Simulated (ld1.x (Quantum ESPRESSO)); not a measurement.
Bi (Z = 83): one change to a TM potential, before and after

| Quantity | Value |
| --- | --- |
| Element | Bi (Z = 83) |
| Generator | ld1.x (Quantum ESPRESSO) 7.5 |
| Type | norm-conserving Troullier–Martins (Kleinman–Bylander form) |
| Functional | revPBE |
| Relativity | fully relativistic |
| Frozen core | [Xe] 4f14 5d10 |
| Valence charge | 5 |
| Reference configuration | 6s2 6p3 |
| Partial waves | 6s (bound): rc 1.85 bohr; 6p (bound): rc 1.80 bohr |
| Local potential | all-electron potential smoothed inside 1.50 bohr (lloc = -1) |
| Core correction | none |

Open shells are filled in proportion to 2j + 1 (rel_dist='average').

Change: scalar-relativistic.

Cutoffs: the cutoffs (Ry, on a coarse ladder) from which the occupation-weighted sum of valence levels, in a spherical-Bessel basis at the reference potential, stays within 10 and 1 mRy of its value at 400 Ry; they do not see the model core or the augmentation charge, which bear on the density cutoff. Errors are all-electron minus pseudo energies relative to the spin-unpolarised reference configuration.

Problem. How do hardness, ghosts and transferability respond?

Solution. The potential gets softer (40 Ry and 90 Ry → 35 Ry and 80 Ry); both files keep a bound ghost (d, p, s); of the 7 tests that both files solve, the error grows in 5 and shrinks in 1 by more than 15 % and 0.3 meV (median size 23.0 → 27.2 meV).

| quantity | base | changed |
| --- | --- | --- |
| cutoff, loose | 40 Ry | 35 Ry |
| cutoff, tight | 90 Ry | 80 Ry |
| bound ghosts | s, p3/2, d, p1/2 | s, p, d |
| error for 6s2 6p2, meV [ΔE 7.99 → 7.84 eV] | -6.8 | -9.4 |
| error for 6s2 6p1, meV [ΔE 23.31 → 22.99 eV] | -23 | -29 |
| error for 6s2 6p0, meV [ΔE 46.74 → 46.20 eV] | +40 | +27 |
| error for 6s2 6p2.5, meV [ΔE 3.13 → 3.06 eV] | -1.4 | -2.5 |
| error for 6s0 6p5, meV [ΔE 20.00 → 20.46 eV] | +144 | +176 |
| error for 6s1 6p3, meV [ΔE 18.58 → 18.66 eV] | -19 | -19 |
| error for 6s1 6p4, meV [ΔE 9.85 → 10.07 eV] | +24 | +28 |
| s: phases at 1.99 bohr within 0.05 rad from the reference energy up to (Ry; the scan ends near 5) | 3.5 | 3.6 |

 A true bound ghost makes a file unfit for plane-wave use even where its test errors are small: the radial tests pick states by their node count and pass the ghost by.
